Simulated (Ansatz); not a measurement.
Energy needed to pull apart CH3BZn (SMILES B=[CH][ZnH]), singlet, into free ground-state atoms, from the structure below (at a frame of a short PBE0-D4/def2-SVP trajectory); no zero-point or spin–orbit terms; open-shell atoms are treated unrestricted, in their ground-state multiplicity.

```csv
atom,x (Å),y (Å),z (Å)
B1,-0.1322,1.2553,0.5569
C2,0.4824,0.4543,-0.3532
Zn3,-0.2214,-1.3852,-0.2491
H4,-0.6666,1.9386,1.4020
H5,1.2275,0.5745,-1.0909
H6,-0.7189,-2.7619,-0.3431
```

Computed with Ansatz 0.2.0 (basis: def2-TZVPP); correlated methods freeze the cores. The 3s and 3p shells of Cu and Zn are frozen; filled d shells are correlated.

```csv
method,atomization energy (kJ/mol)
PBE-D4,1850
r2SCAN-D4,?
PBE0-D4,1825
wB97M-V,?
HF,1347
MP2,1809
CCSD,1729
CCSD(T),1761
```

Question: What does r2SCAN-D4 give? (To be estimated.)

Answer: The calculation gives: 1845 kJ/mol, which is about 85 kJ/mol more than CCSD(T)/def2-TZVPP.

Question: What does wB97M-V give? (To be estimated.)

Answer: The calculation gives: 1823 kJ/mol, which is about 62 kJ/mol more than CCSD(T)/def2-TZVPP.

In triple zeta the MP2 and coupled-cluster atomization energies are still short of their basis limit by a few kcal/mol a bond, whereas those of the functionals are nearly converged, so these differences are not deviations from converged CCSD(T).

T1 diagnostic: at most 0.017.

For scale, one of the runs: CCSD(T)/def2-TZVPP forces, 168 basis functions, launched by `ansatz run in.yaml --threads 2 --pin off --events-out ev --progress --plain --max-ram 3481MiB`. Hardware: 2 CPU threads of an Arm Neoverse V2, shared host. Wall time 2.4 min; peak host memory 2.4 GiB.
